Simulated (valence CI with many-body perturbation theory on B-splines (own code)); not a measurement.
Values are calculated unless marked as measured or tabulated.
# Sensitivity of CI+MBPT for Ga17+

Level of theory: configuration interaction combined with many-body perturbation theory (CI+MBPT): four valence electrons over a frozen Dirac-Fock core [Ne], a basis of 6 s, 6 p, 5 d, 3 f, 1 g functions for each j, with the one-electron correlation potential Σ1, the two-electron term Σ2, the three-electron term Σ3, Breit, model QED; selected CI, second order for the rest (own B-spline code, finite nucleus).

No measured levels were compared; by estimate levels of excited configurations hold to 0.05 to 0.15 % of their energy, terms of the ground configuration to about 0.5 %.

The reference run has the lowest level 3s²3p² ³P_0 and an ionisation energy of 639.183 eV. Its largest variational space holds 10000 state functions.

Names give the largest LS component (configuration and term), which can be under half, so a name can repeat, a term be missing and a line seem to break the LS rules; names also repeat where a configuration has a term twice.

```
      Level  Reference (cm⁻¹)  Shift (cm⁻¹)
3s²3p² ³P_1             28055          -131
3s²3p² ³P_2             45758          -169
3s²3p² ¹D_2             94974          -289
3s²3p² ¹S_0            152034          -295
3s3p³ ⁵S°_2            323302          +763
3s3p³ ³D°_1            415335          +735
3s3p³ ³D°_2            416549          +712
3s3p³ ³D°_3            427208          +657
3s3p³ ³P°_0            477599          +644
3s3p³ ³P°_1            480820          +622
3s3p³ ³P°_2            482589          +617
3s3p³ ¹D°_2            525692          +569
```

The ionisation energy moves by -0.744 eV.

Q: Which of these changes was made?
A. size limit of the variational space 10000 → 3000; second order for the rest on → off
B. size limit of the variational space 10000 → 100; second order for the rest on → off
C. logarithmic knot step 0.27 → 0.2; selection threshold (hartree) 2e-08 → 2e-07
D. scale of Σ1 1 → 0; selection threshold (hartree) 2e-08 → 1e-05

A: D. scale of Σ1 1 → 0; selection threshold (hartree) 2e-08 → 1e-05.
